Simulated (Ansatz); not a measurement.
Computed with Ansatz on PBE0-D4/def2-TZVP structures; ΔE is electronic, products minus reactants. CCSD(T)/CBS is the MP2 limit (def2-TZVPP, def2-QZVPP) plus CCSD(T) − MP2 in def2-TZVPP, frozen cores. Functionals use def2-TZVPP. One conformer a species, not always the lowest.

Consider the isomerisation: `N[Si]1(Cl)C=C1O` → `C[Si](O)(Cl)C#N`.

```
             level  ΔE (eV)
            PBE-D4    -2.23
            B2PLYP    -2.71
            r2SCAN    -2.40
              PBE0    -2.25
SCS-MP2/def2-TZVPP    -2.89
CCSD(T)/def2-TZVPP    -2.75
     HF/def2-QZVPP    -2.93
    CCSD/CBS(def2)    -2.68
```

(1) What does CCSD(T)/CBS give? (An estimate is asked.)

Largest T1 diagnostic among the species: 0.012.

Results:

(1) Ansatz gave: -2.65 eV. The listed levels differ from it by 0.42, -0.06, 0.25, 0.40, -0.24, -0.10, -0.28, -0.03 eV.

In def2-TZVPP, CCSD(T) changes the Hartree–Fock value by +0.20 eV (the triples alone add +0.03 eV) and MP2 by +0.17 eV.
